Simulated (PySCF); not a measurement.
`O(C)[Si@@H](OCC)[SiH3]`. Computed geometry: GFN2-xTB, gas phase.

```
atom  x, y, z in Å
C1     2.9355   -0.4841   -0.6300
C2     1.8815    0.4271   -0.0193
O3     0.7167   -0.3034    0.2285
Si4   -0.6461    0.1693    0.9861
Si5   -1.6020    1.9491   -0.1216
O6    -1.5887   -1.1455    1.0662
C7    -2.1908   -1.8788    0.0455
H8     3.1478   -1.3089    0.0453
H9     2.5742   -0.8919   -1.5706
H10    3.8499    0.0742   -0.8101
H11    2.2495    0.8568    0.9209
H12    1.6549    1.2570   -0.7019
H13   -0.4065    0.3173    2.4220
H14   -0.6370    3.0154   -0.4359
H15   -2.6733    2.5939    0.6448
H16   -2.2047    1.6039   -1.4213
H17   -2.9645   -1.2853   -0.4512
H18   -1.4556   -2.1951   -0.6977
H19   -2.6506   -2.7614    0.4929
```

Question: Give the dihedral angles H13–Si4–Si5–H14, H13–Si4–O6–C7, H13–Si4–Si5–H16, H8–C1–C2–H12.

Answer: H13–Si4–Si5–H14 79° (synclinal); H13–Si4–O6–C7 -179° (antiperiplanar); H13–Si4–Si5–H16 -161° (antiperiplanar); H8–C1–C2–H12 -179° (antiperiplanar). Dihedral signs follow IUPAC: positive where, seen along the central bond, the front bond turns clockwise onto the rear one.

Question: Which two atoms are farthest apart?

Answer: H10···H19, 7.21 Å; the next longest distance is 7.14 Å.

Question: Work out the bond lengths C1–H9, C2–H11, Si5–H15, Si5–H16, C7–H17, C7–H18 in Å.

Answer: For C1–H9 the difference vector is (-0.3613, -0.4078, -0.9406) Å, of length 1.0870 Å. C1–H9 1.087; C2–H11 1.097; Si5–H15 1.467; Si5–H16 1.474; C7–H17 1.094; C7–H18 1.092 Å.

Question: What is the repulsion energy of the bare nuclei, Σ ZA·ZB/RAB?

Answer: 476.46 Eh over 171 pairs, with full nuclear charges and distances in bohr; the largest single term is 45.02 Eh (Si4 with Si5).

Question: How far are the heavy atoms from their best plane (unweighted least squares)?

Answer: 0.463 Å rms; C1 0.35, C2 0.14, O3 0.13, Si4 0.68, Si5 0.44, O6 0.50, C7 0.66 Å (magnitudes).

Question: Where is the centre of mass (commonest isotopes), and what is the radius of gyration?

Answer: Mass 136.038 u; centre at (-0.330, 0.104, 0.265) Å; Rg = √(Σ m r²/M) = 2.203 Å. As Ia + Ib + Ic = 2 Σ m r², the three principal moments sum to 1320.0 u·Å².

Question: What are the angles H8–C1–H10, C2–C1–H10, H11–C2–H12, H14–Si5–H16, Si4–Si5–H16, Si4–Si5–H15?

Answer: From the scalar product of the two bond vectors; for H8–C1–H10 it is -0.3880 Å² over 1.0869 × 1.0864 Å², cos θ = -0.3286. H8–C1–H10 109.2°; C2–C1–H10 110.0°; H11–C2–H12 107.8°; H14–Si5–H16 104.4°; Si4–Si5–H16 114.4°; Si4–Si5–H15 113.0°.

Question: How far apart are these pairs, which share no bond: C1···H19, C2···H8, H8···H9, H11···H12, H13···H15, H16···H18?

Answer: C1···H19 6.136 Å (6 bonds apart); C2···H8 2.150 Å (2 bonds apart); H8···H9 1.765 Å (2 bonds apart); H11···H12 1.774 Å (2 bonds apart); H13···H15 3.671 Å (3 bonds apart); H16···H18 3.939 Å (5 bonds apart).

Question: Write the matrix of distances between heavy atoms (Å, lower triangle).

Answer: 
```
C1    0.000
C2    1.521  0.000
O3    2.386  1.397  0.000
Si4   3.983  2.732  1.629  0.000
Si5   5.174  3.803  3.252  2.304  0.000
O6    4.877  3.962  2.593  1.620  3.315  0.000
C7    5.355  4.680  3.312  2.732  3.877  1.394  0.000
```

No frequency check. One conformer, not necessarily the lowest.
